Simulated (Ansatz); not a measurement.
A structure relaxed at r2SCAN-D4/def2-SVP in Ansatz, charge 0, singlet:

```xyz
65

C    -5.491   -1.443  -11.143
N    -5.796   -0.348  -10.246
C    -6.744    0.671  -10.637
C    -5.126   -0.231   -9.056
C    -5.349    0.843   -8.161
C    -4.651    0.898   -6.963
C    -3.721   -0.109   -6.638
C    -2.951   -0.121   -5.380
C    -1.978   -1.110   -5.147
C    -1.261   -1.111   -3.958
C    -1.518   -0.116   -2.994
C    -0.800   -0.046   -1.704
C    -1.193    0.878   -0.719
C    -0.517    0.927    0.492
C     0.558    0.044    0.719
C     1.318    0.020    1.986
C     2.478   -0.767    2.105
C     3.183   -0.780    3.300
C     2.724   -0.001    4.381
C     3.423    0.040    5.682
C     4.704   -0.496    5.893
C     5.285   -0.424    7.154
C     4.576    0.188    8.205
C     5.116    0.297    9.578
C     4.394    0.996   10.563
C     4.907    1.092   11.850
C     6.142    0.476   12.122
C     6.705    0.555   13.445
N     7.136    0.637   14.524
N     6.845   -0.200   11.200
C     6.340   -0.281    9.975
N     3.354    0.715    8.004
C     2.806    0.646    6.799
N     1.604    0.738    4.278
C     0.935    0.744    3.133
N     0.952   -0.825   -0.229
C     0.302   -0.865   -1.386
N    -2.456    0.825   -3.207
C    -3.138    0.819   -4.345
N    -3.497   -1.121   -7.496
C    -4.154   -1.185   -8.641
H    -5.665   -2.423  -10.664
H    -4.441   -1.419  -11.490
H    -6.141   -1.379  -12.024
H    -7.558    0.777   -9.897
H    -7.199    0.394  -11.596
H    -6.268    1.663  -10.758
H    -6.063    1.634   -8.399
H    -4.829    1.738   -6.288
H    -1.810   -1.866   -5.918
H    -0.515   -1.888   -3.780
H    -2.031    1.544   -0.938
H    -0.820    1.652    1.251
H     2.794   -1.359    1.243
H     4.075   -1.402    3.395
H     5.262   -0.957    5.075
H     6.285   -0.833    7.309
H     3.440    1.448   10.285
H     4.373    1.627   12.639
H     6.947   -0.850    9.260
H     1.811    1.087    6.671
H     0.024    1.356    3.126
H     0.686   -1.589   -2.114
H    -3.891    1.611   -4.442
H    -3.910   -2.038   -9.284
```

Question: Give its formula, name or SMILES.

Answer: `CN(C)c1ccc(-c2ccc(-c3ccc(-c4ccc(-c5ccc(-c6ccc(C#N)nc6)nc5)nc4)nc3)nc2)nc1`.

Question: Summarise the bond lengths by kind (pairs closer than 1.2 times the sum of covalent radii, bridged metal pairs left out).

Answer: 30 × C–C 1.39 to 1.48 Å; 16 × C–N 1.16 to 1.45 Å; 24 × C–H 1.09 to 1.11 Å.

Single mean-field runs in def2-SVP are fitted with def2-universal-jkfit.
